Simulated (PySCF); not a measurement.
B(SeH)3 (BH3Se3), SMILES [SeH]B([SeH])[SeH].

Coordinates come from a B3LYP-D3(BJ)/def2-SVP optimisation. The values are those of a single conformer.

These are PySCF with HF/def2-TZVP values and carry that method's errors.

Computed frontier levels, gap, dipole moment and polarisability:
```
Quantity                                                                                                         Value
---------------------------------------------------------------------------------------------  -----------------------
highest occupied level                                                                                        -9.57 eV
lowest empty level                                                                                             2.12 eV
orbital gap                                                                                                   11.69 eV
dipole moment                                                                                                   1.34 D
quadrupole, principal values (traceless, Buckingham form, about the centre of nuclear charge)   -6.92, -2.41, 9.33 D·Å
mean static polarisability                                                                       89.3 bohr³ (13.24 Å³)
polarisability, principal values                                                               64.0, 99.8, 104.2 bohr³
```
